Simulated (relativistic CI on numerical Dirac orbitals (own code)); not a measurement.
Method of calculation: Dirac-Coulomb-Breit CI, orbitals from a KLI potential per configuration, model QED (radiative potential, 1s self-energy scaled to tabulated hydrogen-like ionisation energies), unscaled Slater integrals (own radial code, finite nucleus).

Configuration list (outside the closed core [Ne]): 3s2.3p6.3d8, 3s2.3p5.3d9, 3s2.3p4.3d10, 3s.3p6.3d9, 3p6.3d10, 3s.3p5.3d10, 3s2.3p6.3d7.4s, 3s2.3p6.3d7.4p, 3s2.3p6.3d7.4d, 3s2.3p4.3d9.4s, 3s2.3p6.3d7.4f, 3s2.3p5.3d8.4s, 3s2.3p4.3d9.4p, 3s2.3p5.3d8.4p, 3s2.3p4.3d9.4d, 3s2.3p6.3d6.4s2, 3s.3p5.3d9.4s, 3s2.3p6.3d6.4s.4p, 3s.3p5.3d9.4p, 3s2.3p5.3d8.4d, 3s2.3p6.3d7.5s, 3s.3p6.3d8.4s, 3s2.3p6.3d6.4p2, 3s2.3p6.3d7.5p, 3s2.3p6.3d6.4s.4d, 3s.3p5.3d9.4d, 3p6.3d9.4s, 3s.3p6.3d8.4p, 3s2.3p6.3d7.5d, 3s2.3p5.3d8.4f, 3s2.3p6.3d6.4p.4d, 3p6.3d9.4p, 3s2.3p5.3d7.4s2, 3s2.3p6.3d7.5f, 3s2.3p6.3d7.5g, 3s2.3p5.3d7.4s.4p. Levels of other configurations are missing.

At this charge energies of transitions that change n are usually good to better than 1 %, and those within a shell (Δn = 0) to a few per cent. Terms inside the open d or f shell come out 10 to 20 % too wide with unscaled integrals.

Outline of the computed level scheme of Cs XXX. Lowest level of each configuration: 3s2.3p6.3d8 3F_4 at 0.000 eV; 3s2.3p5.3d9 3F°_4 at 252.090 eV; 3s.3p6.3d9 3D_3 at 478.870 eV; 3s2.3p4.3d10 3P_2 at 530.914 eV; 3s2.3p6.3d7.4s 5F_5 at 693.705 eV.

Some strong electric-dipole decays among the lowest 45 levels: 3s2.3p5.3d9 1F°_3 → 3s2.3p6.3d8 1G_4 (1.4e+12 s⁻¹); 3s2.3p4.3d10 1D_2 → 3s2.3p5.3d9 1F°_3 (1.2e+12 s⁻¹); 3s2.3p4.3d10 3P_1 → 3s2.3p5.3d9 3P°_2 (7.2e+11 s⁻¹); 3s2.3p5.3d9 3D°_3 → 3s2.3p6.3d8 3F_4 (7.1e+11 s⁻¹); 3s2.3p4.3d10 3P_2 → 3s2.3p5.3d9 3D°_3 (6.3e+11 s⁻¹); 3s2.3p5.3d9 3P°_0 → 3s2.3p6.3d8 3P_1 (6.0e+11 s⁻¹); 3s2.3p4.3d10 3P_2 → 3s2.3p5.3d9 3F°_3 (5.3e+11 s⁻¹); 3s2.3p5.3d9 3D°_2 → 3s2.3p6.3d8 3F_3 (5.1e+11 s⁻¹).

LS names give the leading component of a level, which can be under half, so a name can repeat, a term be missing and a line seem to break the LS rules.
